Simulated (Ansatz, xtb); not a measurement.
# Isomers of C5H4FP in order of energy

3 gas-phase structures of C5H4FP, from a drawn sample of its isomers (lower ones may exist). Each was relaxed with GFN2-xTB:

A. `FC1=CC=PC=C1`, a singlet
B. `FC1=CC=CP=C1`, a singlet
C. `FC1=CC=CC=P1`, a singlet

Question: Estimate their order in r2SCAN-D4/def2-SVP energy at these geometries, lowest first.

Answer: Calculated order at r2SCAN-D4/def2-SVP: B (0.000), A (0.031), C (0.161) eV. Less than 1 kcal/mol parts B and A, so the order within that pair means little.

Energies above the lowest of each column, in eV; the last columns are at PBE-D3(BJ)/def2-SVP geometries:

```
structure  GFN2-xTB  HF/STO-3G  r2SCAN-D4/def2-SVP  PBE-D3(BJ)/def2-SVP  CCSD(T)/def2-SVP + ΔMP2/def2-TZVPP
        B     0.000      0.000               0.000                0.000                               0.000
        A     0.038      0.016               0.031                0.026                               0.043
        C     0.100      0.033               0.161                0.144                               0.158
```

Every level run on B puts it lowest or level with the lowest. ΔMP2 is the change of the MP2 energy from the smaller to the larger basis.

Programs: Ansatz 0.2.0, xtb 6.7.1.
